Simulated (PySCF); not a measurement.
**Frontier levels across methods**

C4H3BF2O.
Cartesian coordinates in Å at the PBE0-D3(BJ)/def2-SVP level; atoms count from 1:
```xyz
11
C4H3BF2O angstrom
O      3.5250   -0.2059   -0.9001
C      2.7813   -0.1358    0.0453
C      1.3461   -0.2997   -0.0300
C      0.1393   -0.4465   -0.0518
C     -1.3038   -0.5779   -0.1009
B     -1.9367    0.8604    0.0527
F     -2.1737    1.6103   -0.9998
F     -2.2393    1.3513    1.2351
H      3.1637    0.0673    1.0756
H     -1.6535   -1.2258    0.7192
H     -1.6106   -1.0220   -1.0616
```

Basis pcSseg-1 throughout (PySCF), one geometry. Isolated species at its PBE0-D3(BJ)/def2-SVP geometry (one conformer only).

Task: How do the orbital energies, the gap and the dipole change with the method?

Result: 
| method | kind | HOMO (eV) | LUMO (eV) | gap (eV) | μ (D) | SCF cycles |
| --- | --- | --- | --- | --- | --- | --- |
| BLYP | GGA | -6.12 | -2.82 | 3.30 | 3.44 | 17 |
| OPBE | GGA | -6.19 | -2.88 | 3.30 | 3.42 | 17 |
| B97-D | GGA | -6.28 | -2.90 | 3.38 | 3.48 | 17 |
| KT2 | GGA | -6.46 | -2.96 | 3.50 | 3.43 | 18 |
| B3LYP | global hybrid | -7.73 | -2.25 | 5.48 | 3.47 | 15 |
| PBE0 | global hybrid | -8.02 | -2.05 | 5.98 | 3.48 | 15 |
| BHandHLYP | global hybrid | -9.52 | -0.93 | 8.59 | 3.52 | 14 |
| HF | Hartree–Fock | -11.15 | 1.89 | 13.05 | 3.65 | 14 |

The HOMO spans 5.04 eV, from BLYP down to HF, and the gap runs from 3.30 eV (BLYP) to 13.05 eV (HF). Over the methods BLYP (0 %), OPBE (0 %), B97-D (0 %), KT2 (0 %), B3LYP (20 %), PBE0 (25 %), BHandHLYP (50 %), HF (100 %), a straight line through the gap against the share of exact exchange rises by 0.98 eV for each 10 % (correlation coefficient 0.999). The dipole ranges from 3.42 D (OPBE) to 3.65 D (HF). This basis has no diffuse functions.
